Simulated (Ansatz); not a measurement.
`COC(=O)O` + `CBO` → `CBOC(=O)O` + CH₃OH  (substitution at a C–O bond)

Calculated with Ansatz (gas phase, PBE0-D4/def2-TZVP geometries, no zero-point term in ΔE). CCSD(T)/CBS adds triple-zeta CCSD(T) − MP2 to the extrapolated MP2 energy (def2 sets, frozen cores). This one scheme is used for every species. One conformer a species, not always the lowest.

| species | CCSD(T)/CBS(def2) energy (Eh) |
| --- | --- |
| `COC(=O)O` | -304.04228 |
| `CBO` | -141.08489 |
| `CBOC(=O)O` | -329.49341 |
| CH₃OH | -115.61712 |

Problem. Work out ΔE.

Solution. ΔE = (-329.49341) + (-115.61712) − (-304.04228) − (-141.08489) = 0.01664 Eh = +43.7 kJ/mol.

Largest T1 diagnostic among the species: 0.014.

In def2-TZVPP, CCSD(T) changes the Hartree–Fock value by +5.6 kJ/mol (the triples alone add +1.1 kJ/mol) and MP2 by +7.7 kJ/mol.
